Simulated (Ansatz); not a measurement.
Consider the redistribution: `C[Si](Cl)(Cl)[GeH3]` + `C[AsH][SiH3]` → `Cl[SiH](Cl)[GeH3]` + `CC[AsH][SiH3]`.

Gas-phase electronic energies from Ansatz, PBE0-D4/def2-TZVP geometries. CCSD(T)/CBS is the MP2 limit (def2-TZVPP, def2-QZVPP) plus CCSD(T) − MP2 in def2-TZVPP, frozen cores. DFT in def2-TZVPP. B3LYP here is the variant with VWN-RPA as its local correlation; programs differ in this. HSE06 is defined as in plane-wave codes. For As, Ge outer-core shells are correlated without core-valence functions, which leaves a few kJ/mol of doubt a bond. Scalar relativity is left out up to krypton. One conformer a species, not always the lowest.

```
             level  ΔE (kJ/mol)  difference from CCSD(T)/CBS
       LDA (SPW92)         58.6                         -0.1
         revPBE-D4         60.1                          1.4
           BLYP-D4         60.5                          1.8
         r2SCAN-D4         64.0                          5.3
            B97M-V         64.6                          5.9
          B3LYP-D4         60.9                          2.2
        r2SCANh-D4         63.8                          5.1
        r2SCAN0-D4         63.3                          4.6
          BHLYP-D4         60.9                          2.2
      CAM-B3LYP-D4         60.3                          1.6
           ωB97X-V         59.6                          0.9
           ωB97M-V         63.0                          4.3
            B2PLYP         59.0                          0.3
          PBE-QIDH         60.3                          1.6
               PBE         58.7                          0.0
            revPBE         58.3                         -0.4
              BLYP         56.7                         -2.0
            r2SCAN         63.4                          4.7
              PBE0         59.2                          0.5
             B3LYP         57.5                         -1.2
           r2SCANh         63.1                          4.4
           r2SCAN0         62.6                          3.9
             HSE06         59.2                          0.5
             BHLYP         57.4                         -1.3
         CAM-B3LYP         58.1                         -0.6
           LC-ωPBE         61.1                          2.4
RPA@PBE/def2-TZVPP         53.5                         -5.2
       HF/def2-SVP         50.2                         -8.5
      MP2/def2-SVP         50.7                         -8.0
     CCSD/def2-SVP         47.1                        -11.6
  CCSD(T)/def2-SVP         46.9                        -11.8
     HF/def2-TZVPP         54.0                         -4.7
SCS-MP2/def2-TZVPP         57.3                         -1.4
   CCSD/def2-TZVPP         57.7                         -1.0
CCSD(T)/def2-TZVPP         58.5                         -0.2
    MP2/def2-QZVPP         61.2                          2.5
SCS-MP2/def2-QZVPP         57.4                         -1.3
      HF/CBS(def2)         53.5                         -5.2
     MP2/CBS(def2)         61.4                          2.7
    CCSD/CBS(def2)         57.9                         -0.8
       CCSD(T)/CBS         58.7                            0
```

Largest T1 diagnostic among the species: 0.011.

The D4 term adds +3.4 kJ/mol with B3LYP and +2.0 kJ/mol with PBE0; it sums over pairs of atoms, weighted by their polarisabilities, and B3LYP, whose exchange is more repulsive, gets the larger term. Leaving LDA and LC-ωPBE aside and taking each functional with its dispersion term where it has one, the values spread over 5.6 kJ/mol, from B2PLYP to B97M-V.

CCSD(T)/CBS has its own doubt, a few kJ/mol and more with outer-core shells, so smaller differences from it don't rank the levels.
